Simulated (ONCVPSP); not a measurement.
**P: one change to an ONCV potential, before and after**

- Element: P
- Generator: ONCVPSP 4.0.1
- Type: optimised norm-conserving Vanderbilt (ONCV)
- Functional: PBEsol
- Relativity: scalar-relativistic
- Frozen core: [He]
- Valence charge: 13
- Reference configuration: 2s2 2p6 3s2 3p3
- Partial waves: 2s+3s: rc 1.00 bohr, ncon 5, nbas 8, qcut 9.6 1/bohr, 3 projectors, debl 2.2 Ha; 2p+3p: rc 0.75 bohr, ncon 5, nbas 8, qcut 22.6 1/bohr, 2 projectors
- Local potential: polynomial inside 0.55 bohr (lpopt 5, dvloc0 0 Ha)
- Core correction: none

Change: s: qcut 11.8; p: qcut 27.8.

Cutoffs: the cutoffs (Ha) at which the residual kinetic energy of the hardest occupied pseudo-wave falls to 1 and 0.1 mHa per electron; they do not see the model core or the augmentation charge, which bear on the density cutoff. Errors are all-electron minus pseudo energies relative to the spin-unpolarised reference configuration.

Question: Predict the effect on cutoff, ghosts and configuration errors.

Answer: The potential gets harder (178 Ha and 204 Ha → 211 Ha and 251 Ha); of the 4 tests that both files solve, the error grows in 0 and shrinks in 1 by more than 15 % and 0.3 meV (median size 4.7 → 4.2 meV); neither file shows a bound ghost.

| quantity | base | changed |
| --- | --- | --- |
| cutoff, loose | 178 Ha | 211 Ha |
| cutoff, tight | 204 Ha | 251 Ha |
| loose cutoff by channel | s 36 Ha, p 178 Ha | s 36 Ha, p 211 Ha |
| bound ghosts | none | none |
| GHOST(+) flags under 300 eV | none | none |
| error for 2s2 2p6 3s2 3p2, meV [ΔE 9.70 eV] | +0.5 | +0.5 |
| error for 2s2 2p6 3s2 3p1, meV [ΔE 28.81 eV] | +2.3 | +2.1 |
| error for 2s2 2p6 3s2 3p0, meV [ΔE 58.52 eV] | +7.2 | +6.4 |
| error for 2s2 2p5 3s2 3p3, meV [ΔE 140.14 eV] | +183 | +146 |
| s: phases at 1.02 bohr within 0.05 rad from the reference energy up to (Ha; the scan ends near 5) | to the end of the scan | to the end of the scan |
| p: phases at 0.76 bohr within 0.05 rad from the reference energy up to (Ha; the scan ends near 5) | to the end of the scan | to the end of the scan |
